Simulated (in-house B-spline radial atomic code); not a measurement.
Radial electron density of Rh²⁺, [Kr] 4d6 7f1. Method: Dirac-Hartree-Fock, average of configuration, Fermi nucleus of rms radius 4.4945 fm. Calculated with a B-spline radial code for spherical atoms.

Columns: r (bohr), 4πr²n(r) (electrons per bohr), bar.

```
 0.00124     1.57 #
  0.0016     2.46 ##
 0.00207    3.836 ##
 0.00267    5.879 ####
 0.00345    8.894 #####
 0.00446    13.19 ########
 0.00577    19.08 ############
 0.00745    26.59 ################
 0.00963    35.54 ######################
  0.0124    44.81 ############################
  0.0161    53.02 #################################
  0.0208    57.51 ###################################
  0.0269    56.96 ###################################
  0.0347    52.63 ################################
  0.0448     49.3 ##############################
  0.0579     52.8 ################################
  0.0749    63.43 #######################################
  0.0967    71.63 ############################################
   0.125    66.58 #########################################
   0.162    52.14 ################################
   0.209    46.86 #############################
    0.27    54.48 #################################
   0.349    54.33 #################################
    0.45    36.07 ######################
   0.582    17.95 ###########
   0.752    14.38 #########
   0.972     15.3 #########
    1.26    11.14 #######
    1.62    5.377 ###
     2.1    1.741 #
    2.71    0.404 
     3.5  0.07135 
    4.52 0.009804 
    5.85 0.003677 
    7.55  0.02742 
    9.76 0.003142 
    12.6  0.03004 
    16.3  0.01102 
    21.1  0.04658 
    27.2  0.06237 
    35.2  0.00611 
    45.4 5.609e-05 
    58.7 2.925e-08 
    75.9 4.814e-13
```

On this grid the curve has 7 maxima, near 0.0208, 0.0967, 0.27, 0.972, 7.55, 12.6, 27.2 bohr.

The 4d3/2 radial function P(r) = rR(r), positive near the nucleus, with its small component Q(r) (sign convention: Q ≈ (P' + κP/r)/2c):

| r (bohr) | P | Q |
| --- | --- | --- |
| 0.0124 | 0.001443 | 0.001824 |
| 0.0208 | 0.005691 | 0.004375 |
| 0.0347 | 0.02085 | 0.009475 |
| 0.0579 | 0.06833 | 0.01766 |
| 0.0967 | 0.186 | 0.02577 |
| 0.162 | 0.374 | 0.02465 |
| 0.27 | 0.4353 | 0.008412 |
| 0.45 | 0.03417 | -0.009933 |
| 0.752 | -0.6879 | -0.0124 |
| 1.26 | -0.9011 | -0.004064 |
| 2.1 | -0.4702 | 0.0001195 |
| 3.5 | -0.08825 | 0.0002402 |
| 5.85 | -0.003057 | 1.317e-05 |
